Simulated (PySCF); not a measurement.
ClH₃InNO, SMILES [In]([OH])([NH2])[Cl].

The structure is a stationary point at PBE-D3(BJ)/def2-SVP. The def2 effective core potentials stand for the cores of In; spin–orbit coupling is left out. Other conformers were not sampled.

Method: PySCF with HF/def2-TZVP.

The molecule is in vacuum.

Estimate the frontier levels, gap, dipole moment and polarisability. (The exact figures need the calculation; the answer reports its results.)


```json
{
  "highest_occupied_level": "-11.36 eV",
  "lowest_empty_level": "0.99 eV",
  "orbital_gap": "12.35 eV",
  "dipole_moment": "2.08 D",
  "quadrupole, principal values (traceless, Buckingham form, about the centre of nuclear charge)": "-12.37, 0.55, 11.82 D·Å",
  "mean_static_polarisability": "51.9 bohr³ (7.69 Å³)",
  "polarisability_principal_values": "37.8, 54.7, 63.1 bohr³"
}
```
